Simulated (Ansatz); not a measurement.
`C[N](C)[Au]` and `C[N](C)[SbH2]` differ in one atom or group.

Ansatz, PBE0-D4/def2-TZVP geometries, multiplicity 1. 

Elements past krypton have def2 core potentials.  Spin–orbit coupling is left out; it splits and shifts lone-pair levels of the heavy atoms by tenths of an eV.

```json
{"property": "HOMO energy (PBE0/def2-TZVPP) / eV", "`C[N](C)[Au]`": "-5.99"}
{"property": "size of the dipole moment (ωB97M-V/def2-TZVPP) / D", "`C[N](C)[Au]`": "1.36"}
{"property": "LUMO energy (PBE0/def2-TZVPP) / eV", "`C[N](C)[Au]`": "-2.55"}
{"property": "HOMO energy (B3LYP/def2-TZVPP) / eV", "`C[N](C)[Au]`": "-5.88"}
{"property": "ideal-gas entropy at 298 K and 1 bar (rigid rotor, harmonic PBE0-D4/def2-TZVP) / J/(mol·K)", "`C[N](C)[Au]`": "325"}
{"property": "LUMO energy (ωB97M-V/def2-TZVPP) / eV", "`C[N](C)[Au]`": "-0.82"}
```

Question: Give the same properties after the change, and the shifts. (Best estimate.)

Answer: Ansatz gave: 
```tsv
property	`C[N](C)[SbH2]`	shift
HOMO energy (PBE0/def2-TZVPP) / eV	-5.91	0.08
size of the dipole moment (ωB97M-V/def2-TZVPP) / D	0.80	-0.56
LUMO energy (PBE0/def2-TZVPP) / eV	-0.68	1.87
HOMO energy (B3LYP/def2-TZVPP) / eV	-5.72	0.16
ideal-gas entropy at 298 K and 1 bar (rigid rotor, harmonic PBE0-D4/def2-TZVP) / J/(mol·K)	343	18
LUMO energy (ωB97M-V/def2-TZVPP) / eV	1.01	1.83
```

With PBE0 the HOMO rises by 0.08 eV and the LUMO rises by 1.87 eV, so the gap widens by about 1.79 eV. PBE moves the HOMO by 0.24 eV and ωB97M-V by -0.07 eV. The zero-point energy changes by 36.3 kJ/mol with +6 modes. Dipoles are sizes alone; their direction can turn.

B3LYP here is the variant with VWN-RPA as its local correlation; programs differ in this.
